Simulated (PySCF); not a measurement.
C₅H₂FO₃S (doublet state).
Structure used (GFN2-xTB), in Å, numbered top down from 1:
```
atom  x, y, z in Å
O1     3.2912    0.4939   -0.1989
C2     2.8401   -0.5244    0.2302
O3     1.6671   -1.0179    0.3779
C4     0.5030   -0.2853    0.0719
C5     0.4486    0.8984   -0.5728
S6    -1.1250    1.5695   -0.7602
C7    -1.9043    0.1239    0.0490
F8    -2.7333   -0.5105   -0.8166
C9    -0.7715   -0.8321    0.5160
O10   -0.9923   -1.8384    1.1304
H11    1.2875    1.4571   -0.9497
H12   -2.5098    0.4651    0.8968
```

The hyperfine couplings belong to this conformer and change with its torsions.

As a line formula: `O=[C]OC1=CS[C@@H](F)C1=O` [radical].

Theory: UKS B3LYP, pcH-1 on C F H O S, non-relativistic, mean-field spin-orbit, GIAO (PySCF 2.14.0). Geometry: GFN2-xTB, one conformer, isolated molecule. The geometry wasn't refined by DFT: couplings that depend on bond lengths, twists or pyramidal angles can differ widely from those at the functional's own minimum. Stability of the SCF solution: not tested.

Problem. The isotropic 17O couplings are -287.1, -59.7 MHz. Assign them to O1; O3.

Solution. 
```csv
site,a_iso (MHz),ρ(0) (bohr⁻³),position,distance from C2 (Å),spin population,largest |T| (MHz)
O1,-59.7,+0.0987,1 bond from C2,1.19,+0.20,95.8
O3,-287.1,+0.4736,1 bond from C2,1.28,0.00,15.6
```

Problem. The isotropic 1H couplings are +6.0, -0.3 MHz. Assign them to H11; H12.

Solution. 
```json
{"site": "H11", "a_iso (MHz)": "+6.0", "ρ(0) (bohr⁻³)": "+0.0013", "position": "4 bonds from C2", "distance from C2 (Å)": "2.78", "bound to": "C5", "spin population there": "-0.01", "largest |T| (MHz)": "5.7"}
{"site": "H12", "a_iso (MHz)": "-0.3", "ρ(0) (bohr⁻³)": "-0.0001", "position": "5 bonds from C2", "distance from C2 (Å)": "5.48", "bound to": "C7", "spin population there": "0.00", "largest |T| (MHz)": "1.1"}
```

ρ(0) is the spin density at the nucleus and T the dipolar tensor; a_iso includes a spin–orbit part. The largest Mulliken spin populations are on C2 (+0.72), O1 (+0.20) and C4 (+0.07).
